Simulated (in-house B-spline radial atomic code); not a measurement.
Results of a calculation; reference values are marked as such.
# Ghost states of the separable form: Hf

Hf, [Xe] 4f14 5d2 6s2, non-relativistic LDA (VWN5) (a model for so heavy an element), spherical and spin-unpolarised, from a B-spline radial code for spherical atoms (atomic units; all potentials screened as in the neutral atom).

Troullier-Martins channels: 6s (ε = -0.1665, r_c = 3.143 bohr), 5p (ε = -1.2464, r_c = 1.373 bohr), 5d (ε = -0.1438, r_c = 1.853 bohr), 4f (ε = -0.8716, r_c = 1.677 bohr). In the Kleinman-Bylander form one channel serves as the local potential, and each other channel l becomes |δV u><u δV|/<u|δV|u>, with δV = V_l − V_local and u the pseudo-orbital. Its strength is E_KB = <u|δV²|u>/<u|δV|u>. By the analysis of Gonze, Stumpf and Scheffler a spurious state lies below the reference level ε if E_KB > 0 and ε is above the second level of the local potential alone, or if E_KB < 0 and ε is above its first. The table's levels are those of angular momentum l in a sphere of 9 bohr, whose wall can lift a shallow ε a little above its free-atom value.

```
local  channel  <u δV u>  <u δV² u>        ε  first local level  second local level
    d        s     0.152    0.33083  -0.1648            -2.9253             -0.4274
    d        f   -12.294     237.08  -0.8716             0.1835              0.4542
    d        p  0.025494    0.72574  -1.2464            -1.3729             -0.0677
    s        d   -1.3878      4.651  -0.1436             0.0582              0.3144
    s        f   -17.713     412.92  -0.8716             0.1883              0.4921
    s        p   -3.2287     13.375  -1.2464            -0.0717              0.1849
    f        d  0.074942     5.1181  -0.1436            -9.0068              0.0071
    f        s   0.15956    0.94435  -0.1648           -25.7629             -8.6151
    f        p    1.0081     33.251  -1.2464           -17.5204             -1.8520
    p        d  0.016861    0.14775  -0.1436            -0.1701              0.1112
    p        s   0.15119    0.32752  -0.1648            -2.1305             -0.1896
    p        f   -14.196     326.47  -0.8716             0.1834              0.4526
```

Problem. Apply the rule to each row.

Solution. Local d, channel s: E_KB = +2.18, so ε = -0.1648 is set against -0.4274: a ghost. Local d, channel f: E_KB = -19.3, so ε = -0.8716 is set against 0.1835: no ghost. Local d, channel p: E_KB = +28.5, so ε = -1.2464 is set against -0.0677: no ghost. Local s, channel d: E_KB = -3.35, so ε = -0.1436 is set against 0.0582: no ghost. Local s, channel f: E_KB = -23.3, so ε = -0.8716 is set against 0.1883: no ghost. Local s, channel p: E_KB = -4.14, so ε = -1.2464 is set against -0.0717: no ghost. Local f, channel d: E_KB = +68.3, so ε = -0.1436 is set against 0.0071: no ghost. Local f, channel s: E_KB = +5.92, so ε = -0.1648 is set against -8.6151: a ghost. Local f, channel p: E_KB = +33, so ε = -1.2464 is set against -1.8520: a ghost. Local p, channel d: E_KB = +8.76, so ε = -0.1436 is set against 0.1112: no ghost. Local p, channel s: E_KB = +2.17, so ε = -0.1648 is set against -0.1896: a ghost. Local p, channel f: E_KB = -23, so ε = -0.8716 is set against 0.1834: no ghost.

Diagonalising the separable Hamiltonian gives:

| local | channel | three lowest levels | all-electron, two lowest valence levels |
| --- | --- | --- | --- |
| d | s | -1.7116, -0.1648, 0.1169 | -0.1648, 0.1180 |
| d | f | -0.8716, 0.1848, 0.4650 | -0.8716, 0.1845 |
| d | p | -1.2464, -0.0461, 0.2143 | -1.2464, -0.0472 |
| s | d | -0.1436, 0.1187, 0.4426 | -0.1436, 0.1165 |
| s | f | -0.8716, 0.1886, 0.4943 | -0.8716, 0.1845 |
| s | p | -1.2464, -0.0250, 0.2537 | -1.2464, -0.0472 |
| f | d | -0.1436, 0.1167, 0.4297 | -0.1436, 0.1165 |
| f | s | -22.6695, -6.8999, -0.1648 | -0.1648, 0.1180 |
| f | p | -3.2513, -1.2464, -0.0431 | -1.2464, -0.0472 |
| p | d | -0.1436, 0.1165, 0.4286 | -0.1436, 0.1165 |
| p | s | -0.3985, -0.1648, 0.1198 | -0.1648, 0.1180 |
| p | f | -0.8716, 0.1847, 0.4644 | -0.8716, 0.1845 |

Problem. Which choices of local channel are safe?

Solution. Free of ghosts: s. With d local the s channel has a ghost 1.55 hartree below ε, since the local potential binds more than one state below ε, and a repulsive term of rank one raises each level at most to the next, so it clears only one of them. With f local the s channel has two ghosts, the lowest 22.50 hartree below ε, since the local potential binds more than one state below ε, and a repulsive term of rank one raises each level at most to the next, so it clears only one of them. With f local the p channel has a ghost 2.00 hartree below ε, since the local potential binds more than one state below ε, and a repulsive term of rank one raises each level at most to the next, so it clears only one of them. With p local the s channel has a ghost 0.23 hartree below ε, since the local potential binds more than one state below ε, and a repulsive term of rank one raises each level at most to the next, so it clears only one of them. Among the safe choices the second level, which tests transfer, is off by at most 22.2 millihartree (s local).
